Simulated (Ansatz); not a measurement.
A nudged elastic band was laid between two geometries of C2H3BCl2 (8 atoms, charge 0, multiplicity 1).

Theory: RKS PBE0-D4/cc-pVDZ in Ansatz.

```json
{
  "movable images": "9",
  "climbing image": "yes",
  "spring": "5.0 eV/Å²",
  "optimiser": "quadratic models (default)",
  "start path": "IDPP",
  "force threshold": "0.05 eV/Å",
  "iteration limit": "60",
  "end points": "relaxed"
}
```

Initial state:

```xyz
8
Properties=species:S:1:pos:R:3
C 0.486 0.928 0.805
C -0.059 -0.260 0.499
B -0.367 -0.699 -0.945
Cl -1.081 -2.278 -1.253
Cl -0.026 0.334 -2.332
H 0.697 1.222 1.837
H 0.740 1.651 0.023
H -0.298 -0.956 1.311
```

Final state:

```xyz
8
Properties=species:S:1:pos:R:3
C 0.492 0.925 0.804
C -0.062 -0.259 0.499
B -0.370 -0.697 -0.945
Cl -0.016 0.330 -2.332
Cl -1.100 -2.270 -1.252
H 0.704 1.219 1.837
H 0.754 1.644 0.021
H -0.310 -0.951 1.312
```

What changes between the two ends?

No bond is made or broken. The dihedral C1–C2–B3–Cl5 goes from 0 to -180°. The two ends are copies of one structure, up to a mirror image or an exchange of like atoms.

Give the energies along the band, and the barrier.

The forces met the threshold. The highest image is number 5 of 0 to 10, 0.279 eV above the ends, which have the same energy within 2 meV. A vibrational analysis at the climbing image gives one clearly imaginary mode, 141i cm⁻¹: a first-order saddle point.

```json
{"image": "0", "path coordinate (Å)": "0.00", "energy (eV)": "0.000", "dihedral C1–C2–B3–Cl5 (°)": "0"}
{"image": "1", "path coordinate (Å)": "0.50", "energy (eV)": "0.020", "dihedral C1–C2–B3–Cl5 (°)": "-19"}
{"image": "2", "path coordinate (Å)": "0.99", "energy (eV)": "0.079", "dihedral C1–C2–B3–Cl5 (°)": "-38"}
{"image": "3", "path coordinate (Å)": "1.49", "energy (eV)": "0.166", "dihedral C1–C2–B3–Cl5 (°)": "-56"}
{"image": "4", "path coordinate (Å)": "1.98", "energy (eV)": "0.247", "dihedral C1–C2–B3–Cl5 (°)": "-74"}
{"image": "5", "path coordinate (Å)": "2.48", "energy (eV)": "0.279", "dihedral C1–C2–B3–Cl5 (°)": "-91"}
{"image": "6", "path coordinate (Å)": "2.98", "energy (eV)": "0.247", "dihedral C1–C2–B3–Cl5 (°)": "-107"}
{"image": "7", "path coordinate (Å)": "3.47", "energy (eV)": "0.167", "dihedral C1–C2–B3–Cl5 (°)": "-124"}
{"image": "8", "path coordinate (Å)": "3.97", "energy (eV)": "0.080", "dihedral C1–C2–B3–Cl5 (°)": "-141"}
{"image": "9", "path coordinate (Å)": "4.46", "energy (eV)": "0.020", "dihedral C1–C2–B3–Cl5 (°)": "-160"}
{"image": "10", "path coordinate (Å)": "4.96", "energy (eV)": "0.000", "dihedral C1–C2–B3–Cl5 (°)": "-180"}
```

What is the geometry of the highest image?


```xyz
8
Properties=species:S:1:pos:R:3
C 0.903 0.568 0.806
C -0.244 -0.037 0.480
B -0.632 -0.489 -0.951
Cl -0.242 -2.103 -1.528
Cl -1.510 0.581 -2.033
H 1.124 0.866 1.835
H 1.671 0.790 0.059
H -0.977 -0.234 1.276
```

What are the harmonic wavenumbers there?

141i, 185, 194, 270, 499, 570, 600, 969, 973, 1000, 1016, 1097, 1289, 1440, 1707, 3144, 3159, 3252 cm⁻¹.

The band took 7 iterations and roughly 6 core-minutes.

Time of the run: 3.1 min on 2 threads of Arm Neoverse V1, on a shared host, peak memory 0.22 GiB.
